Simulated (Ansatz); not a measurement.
AlBFH4NOSi. Total charge 0; spin multiplicity 1. The structure was optimised at the PBE0-D4/def2-TZVP level.

```xyz
10

B     1.184    0.325   -1.289
N     0.153    0.145   -0.354
Si    0.071   -0.678    1.210
O    -1.536   -0.282    1.411
Al   -1.585    0.551   -0.093
F    -2.774    1.349   -0.871
H     2.276   -0.134   -1.082
H     0.979    0.939   -2.301
H     0.292   -2.141    1.123
H     0.941   -0.074    2.246
```

Question: What is the dipole moment at ωB97M-V/def2-TZVPP? (Estimate.)

Answer: Ansatz gave: 0.33 D, with components (-0.01, -0.15, 0.29) D in this frame, pointing from negative to positive charge.

Question: And with PBE, r2SCAN, B3LYP? (An estimate is asked.)

Answer: Computed: PBE 0.46 D, r2SCAN 0.37 D, B3LYP 0.38 D.

Question: Give the Mulliken charges with ωB97M-V, B3LYP, r2SCAN in def2-TZVPP. (Best estimate.)

Answer: Computed: 
```tsv
atom	ωB97M-V	B3LYP	r2SCAN
B1	-0.15	-0.12	-0.05
N2	-0.23	-0.16	-0.22
Si3	0.49	0.56	0.58
O4	-0.47	-0.47	-0.48
Al5	0.65	0.64	0.70
F6	-0.30	-0.31	-0.31
H7	0.04	0.00	-0.03
H8	0.04	0.01	-0.03
H9	-0.04	-0.08	-0.08
H10	-0.04	-0.08	-0.08
```

B3LYP here is the variant with VWN-RPA as its local correlation; programs differ in this.
